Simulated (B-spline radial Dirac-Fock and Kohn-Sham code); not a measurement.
Core-level shifts of tin with charge state

Model: Dirac-Fock energy differences between relaxed states, corrected for Breit and QED terms. Program: an atomic code on a B-spline grid. Each ion is free and in its tabulated ground configuration. Correlation and solid-state effects are left out.

Reference: Sn²³⁺, [Ar] 3d9, with K (1s) 29986.4 eV, L1 (2s) 5236.7 eV, L2 (2p1/2) 4926.8 eV, M1 (3s) 1591.3 eV, M2 (3p1/2) 1465.6 eV, Kα1 (K-L3) 25288.4 eV, Kβ1 (K-M3) 28566.0 eV, Lℓ (L3-M1) 3106.8 eV. Shifts from it, in eV (a dash: the subshell is empty, belongs to an open shell averaged over j, or its hole state is left out as unreliable):

```
  ion  configuration  K (1s)  L1 (2s)  L2 (2p1/2)  M1 (3s)  M2 (3p1/2)     Kα1      Kβ1       Lℓ
Sn²⁴⁺       [Ar] 3d8   +90.9    +89.1       +89.8    +68.3       +68.6   +1.33   +23.20   +21.19
Sn²⁵⁺       [Ar] 3d7  +184.1   +180.4      +181.8   +137.9      +138.5   +2.87   +47.52   +43.34
Sn²⁶⁺       [Ar] 3d6  +279.8   +273.8      +276.0   +208.7      +209.6   +4.66   +72.96   +66.46
Sn²⁷⁺       [Ar] 3d5  +377.8   +369.2      +372.3   +280.6      +282.1   +6.68   +99.54   +90.53
Sn²⁸⁺       [Ar] 3d4  +478.3   +466.7      +470.8   +353.8      +355.8   +8.97  +127.25  +115.55
Sn²⁹⁺       [Ar] 3d3  +581.1   +566.3      +571.5   +428.1      +430.8  +11.52  +156.09  +141.51
Sn³⁰⁺       [Ar] 3d2  +686.3   +668.0      +674.3   +503.6      +507.0  +14.34  +186.07  +168.42
```

Over this range K (1s) moves by +686.3 eV and Kα1 by +14.3 eV: a line is a difference of two levels that shift in the same direction.

Values without a named source are computed, but for edge energies of neutral atoms, which are taken from tables.
